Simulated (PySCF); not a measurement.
Gas-phase reaction: 5 CF4 + 3 C → 4 C2F5

Method: PySCF energies plus ideal-gas RRHO corrections (1 bar). † marks an energy on the PBE0/def2-TZVP geometry and frequencies; other levels use their own. MP2 and CCSD(T) freeze the core. 6-31G* has spherical d functions here. Open shells (unrestricted): C (multiplicity 3, electronic degeneracy 9), C2F5 (multiplicity 2); the rest are closed-shell singlets. Spin-orbit splitting is ignored; it lowers the true energy and changes the entropy of C. B3LYP is the form with VWN-RPA correlation. C2F5: computed as isolated molecules; such fragments, hydroxides, amides, oligomers or adducts are transient or little studied in the gas. MP2 isn't extrapolated to the basis-set limit; its ΔH°(298 K) is -1006.8 kJ in def2-SVP and -1055.1 kJ in def2-TZVPP. CCSD(T) isn't extrapolated to the basis-set limit. The harmonic model lacks anharmonicity and excited electronic states, which grow with temperature; levels with a mode under 35 cm⁻¹ are left out. Internal rotation in C2F5 is treated as a harmonic vibration of one conformer, which makes the entropy rough.

```tsv
level	ΔE electronic, kJ	ΔH°(298 K), kJ	ΔS°(298 K), J/K	ΔG°(600 K), kJ
B3LYP/6-31G*	-1137	-1112	-411	-866
CCSD(T)/def2-SVP†	-995	-968	-420	-717
MP2/def2-SVP†	-1033	-1007	-420	-756
PBE/def2-SVP	-1313	-1288	-411	-1042
PBE/def2-TZVP†	-1303	-1276	-420	-1025
ωB97X-V/def2-TZVP†	-1158	-1132	-420	-881
```
ΔH° is lowest at PBE/def2-SVP and highest at CCSD(T)/def2-SVP†. No reference value is set beside these.
